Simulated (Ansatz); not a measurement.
Stepwise reaction of `[InH3]` with ammonia, as a gas-phase model of exchange steps in deposition or etching. ΔE in kJ/mol; ΔG adds harmonic PBE0-D4 terms to CCSD(T)/CBS, at 1 bar.

Program: Ansatz. Geometries: PBE0-D4/def2-TZVP. ΔE: electronic, gas phase. CBS: MP2 limit from def2 TZ/QZ plus the TZ coupled-cluster correction, frozen cores. This one scheme is used for every species. DFT in def2-TZVPP. B3LYP here is the variant with VWN-RPA as its local correlation; programs differ in this. def2 core potentials past Kr. For In outer-core shells are correlated without core-valence functions, which leaves a few kJ/mol of doubt a bond. One conformer a species, not always the lowest.

```csv
step,reaction,PBE-D4,B3LYP-D4,ωB97M-V,CCSD(T)/CBS,ΔG(600 K)
2,`[NH2][InH2]` + NH₃ → `[NH2][InH][NH2]` + H₂,15.7,16.6,17.8,7.3,9.4
3,`[NH2][InH][NH2]` + NH₃ → `[NH2][In]([NH2])[NH2]` + H₂,23.7,25.1,27.0,16.1,13.4
```

(1) Give the row of step 1, `[InH3]` + NH₃ → `[NH2][InH2]` + H₂. (Best estimate.)

(2) By hand: ΔE of the 3 steps together at CCSD(T)/CBS.

Answers

(1) Computed: 
```
step                             reaction  PBE-D4  B3LYP-D4  ωB97M-V  CCSD(T)/CBS  ΔG(600 K)
   1  `[InH3]` + NH₃ → `[NH2][InH2]` + H₂    -3.6      -1.1      1.4         -9.2      -15.3
```

(2) (-9.2) + (7.3) + (16.1) = 14.2 kJ/mol, or 4.7 kJ/mol a step.

In ΔE each step is higher than the one before. ΔG lies between -15.3 and 13.4 kJ/mol a step. PBE-D4 differs from CCSD(T)/CBS by 5.6 to 8.4 kJ/mol a step. Isolated molecules leave out the surface, adducts and barriers. Largest T1 diagnostic: 0.016.
